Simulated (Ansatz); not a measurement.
Ansatz (a program for electronic structure) input (RI-MP2/aug-cc-pV(T+d)Z):
A basis named .json is the Basis Set Exchange file of that set.

Ansatz 0.2 input:
```yaml
crystal:
  periodic: [false, false, false]
  atoms:
    - {symbol: F, position_ang: [-1.52244162, -0.83319837, -0.53394350]}
    - {symbol: Si, position_ang: [-0.72998455, 0.27288747, 0.33013125]}
    - {symbol: Si, position_ang: [1.54815961, 0.12168420, -0.15073017]}
    - {symbol: H, position_ang: [-1.23081565, 1.61036896, -0.05946205]}
    - {symbol: H, position_ang: [-1.05620833, 0.01322300, 1.75245754]}
    - {symbol: H, position_ang: [2.28009399, 1.38124847, 0.13680268]}
    - {symbol: H, position_ang: [2.25445363, -1.03005834, 0.46407835]}
basis:
  gaussian:
    orbitals: aug-cc-pV_T+d_Z.json
    fitting: {mean_field: def2-universal-jkfit, correlation: aug-cc-pVTZ-RIFIT.json}
magnetization: {spin_polarized: true, initial_magnetization: 1}
correlation: {method: mp2, electrons: outside_noble_gas}
```

End of the output:

```
integrals: 0.26 GiB planned
405 factors; integrals over basis functions are off by at most 1.1e0 eV
584 factors; integrals over basis functions are off by at most 7.0e-1 eV
0.75 GiB of device memory are held for the factors and their scratch space
mean field: 0.84 GiB planned
mean field evaluation 1: about -18494.0216 eV, gradient 2.0e1 eV
mean field evaluation 2: about -18495.7021 eV, gradient 1.3e1 eV
mean field evaluation 4: about -18496.2776 eV, gradient 7.0e-1 eV
mean field -18496.29210769 eV, -679.7261977206 hartree, gradient 1.4e-6 eV, S^2 0.760892; 0 other end points of the search recorded, 0 dependent functions left out
11 core orbitals not correlated
reference -18496.29210769 eV, -679.7261977206 hartree; 10, 9 occupied and 227, 228 virtual orbitals, 584 factors
second order -13.33941804 eV of doubles, -0.00000000 eV of singles
Total energy: -18509.63152573 eV, -680.2164122919 hartree
```

It need not be the lowest isomer of its formula.
